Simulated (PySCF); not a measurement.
# Correlation energy of Ba (barium, neutral)

[Xe] 6s1 6p1, high-spin 3P determinant (an excited configuration). Computed with PySCF 2.14 in x2c-TZVPPall with one added diffuse shell each of s, p, d type (12s8p7d2f1g, 94 functions), with the spin-free X2C one-electron Hamiltonian (Gaussian nucleus). Frozen: [Xe]; 2 electrons correlated.

Total MP2 correlation energy: -1.37 mhartree.

Same-spin part -1.37 and opposite-spin part 0.00 mhartree; SCS-MP2 scales them by 1/3 and 6/5 to -0.46 mhartree.
